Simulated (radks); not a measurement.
Task: All-electron atom: S3+ in [Ne] 3s2 3p1. Calculated with a radial shooting solver on a logarithmic mesh with Libxc functionals: scalar-relativistic Kohn-Sham, exchange-only PBE, spin-polarised, spherical densities, finite nucleus; open shells are filled with parallel spins first; Fermi nuclear charge, rms radius 3.2611 fm. Some entries of the table are withheld. Estimate them.

| orbital | occ. | eigenvalue (hartree) | <r^2> (bohr^2) |
|---|---|---|---|
| 1s up | 1 | -89.98472 | 0.01263 |
| 1s down | 1 | -89.97734 | 0.01263 |
| 2s up | 1 | (1) | (2) |
| 2s down | 1 | (3) | (4) |
| 2p up | 3 | -7.24263 | 0.2433 |
| 2p down | 3 | -7.23151 | 0.2429 |
| 3s up | 1 | -1.91261 | 2.649 |
| 3s down | 1 | -1.83997 | 2.673 |
| 3p up | 1 | -1.47390 | 3.219 |
| 3p down | 0 | -1.40394 | 3.290 |

Result: 
(1) 2s up eigenvalue (hartree): -9.25966
(2) 2s up <r^2> (bohr^2): 0.2724
(3) 2s down eigenvalue (hartree): -9.25133
(4) 2s down <r^2> (bohr^2): 0.2720
